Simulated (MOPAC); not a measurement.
A run for MOPAC: AM1 on CH3N (SMILES C=N), a point of a bond scan (R = 2.905 Å).

```
AM1 1SCF PRECISE CHARGE=0 THREADS=1
CH3N

C     -0.55740008 1     0.17855308 1     0.01045098 1
N      2.11158503 1    -0.96793505 1    -0.04120964 1
H     -1.41804796 1    -0.49076045 1     0.02134142 1
H     -0.77858901 1     1.25082695 1     0.02015765 1
H      2.82839659 1    -0.23995990 1    -0.04933334 1
```

Output:

```
*******************************************************************************
 **                                                                           **
 **                              MOPAC v23.2.5                                **
 **                                                                           **
 *******************************************************************************
 ** MOPAC's Digital Object Identifier: https://doi.org/10.5281/zenodo.6511958 **
 **                                                                           **
 ** Please cite the open-source release paper for use of this MOPAC version:  **
 ** J. E. Moussa and J. J. P. Stewart (2026)                                  **
 ** MOPAC: An open-source semiempirical molecular orbital program             **
 ** J. Open Source Softw., 11(119), 8025, https://doi.org/10.21105/joss.08025 **
 *******************************************************************************

                              AM1 CALCULATION RESULTS

 *******************************************************************************
 *  AM1        - The AM1 Hamiltonian to be used
 *
 *
 *
 *                 CHARGE ON SYSTEM = 0
 *
 *
 *
 *  PRECISE    - TIGHTER CRITERIA TO BE USED
 *  1SCF       - DO 1 SCF AND THEN STOP
 *  THREADS=1  - MULTI-THREADING NOT USED
 *  T=         - A TIME OF 172800.0 SECONDS REQUESTED
 *  DUMP=N     - RESTART FILE WRITTEN EVERY 7200.0 SECONDS REQUESTED
 *******************************************************************************
AM1 1SCF PRECISE CHARGE=0 THREADS=1
 CH3N

   ATOM   CHEMICAL          X               Y               Z
  NUMBER   SYMBOL      (ANGSTROMS)     (ANGSTROMS)     (ANGSTROMS)

     1       C         -0.55740008  *   0.17855308  *   0.01045098  *
     2       N          2.11158503  *  -0.96793505  *  -0.04120964  *
     3       H         -1.41804796  *  -0.49076045  *   0.02134142  *
     4       H         -0.77858901  *   1.25082695  *   0.02015765  *
     5       H          2.82839659  *  -0.23995990  *  -0.04933334  *



          CARTESIAN COORDINATES

    NO.       ATOM           X           Y           Z

     1         C         -0.5574      0.1786      0.0105
     2         N          2.1116     -0.9679     -0.0412
     3         H         -1.4180     -0.4908      0.0213
     4         H         -0.7786      1.2508      0.0202
     5         H          2.8284     -0.2400     -0.0493

  H: (AM1): M.J.S. DEWAR ET AL, J. AM. CHEM. SOC. 107 3902-3909 (1985)
  C: (AM1): M.J.S. DEWAR ET AL, J. AM. CHEM. SOC. 107 3902-3909 (1985)
  N: (AM1): M.J.S. DEWAR ET AL, J. AM. CHEM. SOC. 107 3902-3909 (1985)

           Empirical Formula: C H3 N  =     5 atoms



      MOLECULAR POINT GROUP   :   Cs


      RHF CALCULATION, NO. OF DOUBLY OCCUPIED LEVELS = 6


 -------------------------------------------------------------------------------
 AM1 1SCF PRECISE CHARGE=0 THREADS=1
 CH3N



     1SCF WAS SPECIFIED, SO BFGS WAS NOT USED
     SCF FIELD WAS ACHIEVED


                              AM1 CALCULATION
                                                       MOPAC v23.2.5 Linux




          FINAL HEAT OF FORMATION =        236.07667 KCAL/MOL =     987.74478 KJ/MOL


          COSMO AREA              =         83.90 SQUARE ANGSTROMS
          COSMO VOLUME            =         61.99 CUBIC ANGSTROMS

          IONIZATION POTENTIAL    =          9.284425 EV
          HOMO LUMO ENERGIES (EV) =         -9.284 -0.331
          NO. OF FILLED LEVELS    =          6
          MOLECULAR WEIGHT        =         29.0414         POINT GROUP:  Cs

          MOLECULAR DIMENSIONS (Angstroms)

            Atom       Atom       Distance
            H     5    H     3     4.25443
            H     4    N     2     2.38535
            C     1    H     5     0.00000


          SCF CALCULATIONS        =          1





   ATOM   CHEMICAL          X               Y               Z
  NUMBER   SYMBOL      (ANGSTROMS)     (ANGSTROMS)     (ANGSTROMS)

     1       C         -0.55740008  *   0.17855308  *   0.01045098  *
     2       N          2.11158503  *  -0.96793505  *  -0.04120964  *
     3       H         -1.41804796  *  -0.49076045  *   0.02134142  *
     4       H         -0.77858901  *   1.25082695  *   0.02015765  *
     5       H          2.82839659  *  -0.23995990  *  -0.04933334  *

                             CARTESIAN COORDINATES

   1    C       -0.557400080     0.178553080     0.010450980
   2    N        2.111585030    -0.967935050    -0.041209640
   3    H       -1.418047960    -0.490760450     0.021341420
   4    H       -0.778589010     1.250826950     0.020157650
   5    H        2.828396590    -0.239959900    -0.049333340


           Empirical Formula: C H3 N  =     5 atoms



      MOLECULAR POINT GROUP   :   Cs


                  EIGENVALUES
 -27.46829 -25.69830 -14.04953 -13.08228  -9.81391  -9.28443  -0.33122  -0.24551
   3.89679   4.45577   5.16779


              NET ATOMIC CHARGES AND DIPOLE CONTRIBUTIONS

  ATOM NO.   TYPE          CHARGE      No. of ELECS.   s-Pop       p-Pop
    1          C          -0.040924        4.0409     1.62806     2.41287
    2          N          -0.084687        5.0847     1.90919     3.17549
    3          H           0.034348        0.9657     0.96565
    4          H           0.022614        0.9774     0.97739
    5          H           0.068649        0.9314     0.93135
 DIPOLE           X         Y         Z       TOTAL
 POINT-CHG.    -0.135     0.334     0.004     0.361
 HYBRID        -1.080     1.295     0.026     1.687
 SUM           -1.215     1.630     0.030     2.033


          ATOMIC ORBITAL ELECTRON POPULATIONS

     Atom    s        px        py        pz
    1  C   1.62806   1.43314   0.97902   0.00070
    2  N   1.90919   0.55452   0.62157   1.99940
    3  H   0.96565
    4  H   0.97739
    5  H   0.93135

 **********************
 *                    *
 * JOB ENDED NORMALLY *
 *                    *
 **********************




 == MOPAC DONE ==
```

The run finished.

Cost: around 0.020 core-seconds (rough).
